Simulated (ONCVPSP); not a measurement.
Rh (Z = 45): excitation energies, all-electron against ONCV

```json
{
  "Element": "Rh (Z = 45)",
  "Generator": "ONCVPSP 4.0.1",
  "Type": "optimised norm-conserving Vanderbilt (ONCV)",
  "Functional": "LDA (Perdew-Zunger)",
  "Relativity": "fully relativistic",
  "Frozen core": "[Ar] 3d10",
  "Valence charge": "17",
  "Reference configuration": "4s2 4p6 4d8 5s1",
  "Partial waves": "4s+5s: rc 1.80 bohr, ncon 4, nbas 8, qcut 8.7 1/bohr, 2 projectors; 4p: rc 1.75 bohr, ncon 4, nbas 7, qcut 7.6 1/bohr, 2 projectors, debl 3.1 Ha; 4d: rc 1.35 bohr, ncon 4, nbas 9, qcut 7.4 1/bohr, local",
  "Local potential": "the d channel",
  "Core correction": "none"
}
```

Open shells are filled in proportion to 2j + 1.

Energies are relative to the spin-unpolarised reference configuration 4s2 4p6 4d8 5s1; without spin polarisation the order of configurations can differ from experiment. The d channel is local and has no spin–orbit splitting in the pseudo-atom.

Task: Give the all-electron excitation energy and the error of the potential for: 4s2 4p6 4d8 5s0; 4s2 4p6 4d7 5s0; 4s2 4p6 4d6 5s0; 4s2 4p6 4d8.5 5s0.5.

Result:

```csv
valence configuration,charge,ΔE all-electron (eV),error AE − PS (meV)
4s2 4p6 4d8 5s0,+1,7.793,-0.4
4s2 4p6 4d7 5s0,+2,27.560,+0.1
4s2 4p6 4d6 5s0,+3,60.292,+4.7
4s2 4p6 4d8.5 5s0.5,0,-0.593,-1.3
```

Levels in the configuration 4s2 4p6 4d6 5s0:

| level | all-electron (eV) | pseudo (eV) |
| --- | --- | --- |
| 4s j=1/2 | -118.517 | -118.531 |
| 4p j=3/2 | -84.863 | -84.868 |
| 4p j=1/2 | -88.940 | -88.941 |
| 4d j=5/2 | -39.522 | -39.709 |
| 4d j=3/2 | -40.017 | -39.709 |
